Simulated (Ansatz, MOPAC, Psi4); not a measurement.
System: HSiO, charge 1, multiplicity 1. SMILES: [OH+]=[Si]
Coordinates optimised at B3LYP-D3(BJ)/def2-TZVP (Ansatz, a program for electronic structure):
```
O
H 1 0.9669
Si 1 1.5433 2 180.00
```
Charge +1, spin multiplicity 1.

Wanted: vertical ionisation energy to the doublet, in eV. Conventions: six Cartesian d functions in 6-31G* and its kin unless marked 5d; frozen cores in correlated levels; spin-orbit terms left out; non-relativistic; UHF or UKS for open shells; dispersion terms only where a functional's name holds one; each state is the SCF solution reached for its charge and spin. CBS marks a two-point X^-3 extrapolation of the correlation energy; Hartree-Fock from the larger set. First-principles rows: single points at B3LYP-D3(BJ) geometries (Ansatz). Semi-empirical rows: differences of heats of formation at the shared geometry for vertical values.

| species | coefficient | E at wB97X-D/6-31G* (Psi4), Eh | E at wB97X-V/def2-TZVPD (Ansatz), Eh | heat of formation at PM3 (MOPAC), kcal/mol |
|---|---|---|---|---|
| charge 2, doublet | +1 | -364.25321 | -364.27915 | 462.52 |
| charge 1, singlet | -1 | -364.97795 | -365.00415 | 127.34 |

Coupled cluster (Ansatz) is a level with limits of its own, used here on species with T1 under 0.025 (0.045 for open shells) and stable references: CCSD(T)/CBS(def2-TZVPPD,def2-QZVPPD). Value to compare with, CCSD(T)/CBS(def2-TZVPPD,def2-QZVPPD) (Ansatz): 19.72 eV. 1 Eh = 27.2114 eV and 1 eV = 23.0605 kcal/mol.

### Question
Work the quantity out at each level, and compare with CCSD(T)/CBS(def2-TZVPPD,def2-QZVPPD) (Ansatz).

### Answer

- wB97X-D/6-31G*: the sum of coefficient times E is 0.72474 Eh, or 19.721 eV. Result: 19.72 eV. Its difference against CCSD(T)/CBS(def2-TZVPPD,def2-QZVPPD) (Ansatz) is 0.00 eV.
- wB97X-V/def2-TZVPD: the sum of coefficient times E is 0.72500 Eh, or 19.728 eV. Result: 19.73 eV. Its difference against CCSD(T)/CBS(def2-TZVPPD,def2-QZVPPD) (Ansatz) is 0.01 eV.
- PM3: the sum of coefficient times heat of formation is 335.18 kcal/mol, or 14.53 eV. Its difference against CCSD(T)/CBS(def2-TZVPPD,def2-QZVPPD) (Ansatz) is -5.19 eV.
